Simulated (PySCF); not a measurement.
Two species compared at the same levels of theory.

First species: C6H11P.
Cartesian coordinates in Å at the GFN2-xTB level; atoms count from 1:
```
atom  x, y, z in Å
C1     2.3201   -0.4935   -0.3197
C2     0.9867    0.1444   -0.1103
C3     0.2989    0.8324   -1.0089
C4    -1.0107    1.4085   -0.5694
P5    -1.4311    0.5685    1.0476
C6    -2.0649   -1.0178    0.3266
C7     0.3493    0.0391    1.2478
H8     3.0439   -0.0962    0.3917
H9     2.6825   -0.3111   -1.3281
H10    2.2548   -1.5697   -0.1582
H11    0.6421    1.0147   -2.0161
H12   -0.9213    2.4881   -0.4084
H13   -1.8090    1.2521   -1.2994
H14   -2.1439   -1.7614    1.1178
H15   -3.0587   -0.8463   -0.0832
H16   -1.4030   -1.3835   -0.4570
H17    0.4040   -0.9708    1.6619
H18    0.8515    0.7088    1.9537
```

Second species: C₃H₅ClO₂S.
SMILES with atom numbers: `[CH2:1]=[C:2]([CH3:3])[S:4](=[O:5])(=[O:6])[Cl:7]` (hydrogens: H8, H9 on C1; H10, H11, H12 on C3)

Levels: B3LYP/def2-SVPD for HOMO energy, LUMO energy, HOMO–LUMO gap and static isotropic polarisability; TDDFT B3LYP/def2-SVPD for lowest singlet excitation; TDA B3LYP/def2-SVPD for lowest triplet excitation (Tamm–Dancoff). Geometries: GFN2-xTB. All species are isolated and taken at one optimised geometry, non-relativistic unless stated; the electronic structure was computed with PySCF and density fitting.

The conformers computed, where there is a choice (atom-mapped SMILES and torsion angles):
- `[CH2:1]=[C:2]([CH3:3])[S:4](=[O:5])(=[O:6])[Cl:7]`: C1–C2–S4–O5 -4°

The conformers of `CC1=CCP(C)C1` aren't listed.

Values for the first species:

* HOMO energy: -6.30 eV
* LUMO energy: 0.22 eV
* HOMO–LUMO gap: 6.52 eV
* Lowest singlet excitation: 5.58 eV
* Lowest triplet excitation (Tamm–Dancoff): 4.38 eV
* Static isotropic polarisability: 94.5 au

Question: Estimate the same properties for the second species, and the change in each.

Answer: 
```json
{"property": "HOMO energy", "first": "-6.30 eV", "second": "-8.68 eV", "second less first": "-2.38 eV"}
{"property": "LUMO energy", "first": "0.22 eV", "second": "-2.23 eV", "second less first": "-2.45 eV"}
{"property": "HOMO–LUMO gap", "first": "6.52 eV", "second": "6.45 eV", "second less first": "-0.07 eV"}
{"property": "lowest singlet excitation", "first": "5.58 eV", "second": "5.48 eV", "second less first": "-0.10 eV"}
{"property": "lowest triplet excitation (Tamm–Dancoff)", "first": "4.38 eV", "second": "4.26 eV", "second less first": "-0.12 eV"}
{"property": "static isotropic polarisability", "first": "94.5 au", "second": "78.0 au", "second less first": "-16.5 au"}
```

On the first: S1 lies 0.94 eV below the HOMO–LUMO gap; its leading configuration is HOMO→LUMO, weight 0.95. The polarisability is 14.01 Å³ as a volume (1 au = 0.148185 Å³), or 1.52 au for each of the 62 electrons.

On the second: The polarisability is 11.57 Å³ as a volume (1 au = 0.148185 Å³), or 1.08 au for each of the 72 electrons. No computed singlet falls in the visible range (750 to 380 nm, 1.65 to 3.26 eV); S1 lies 2.22 eV above its blue end.
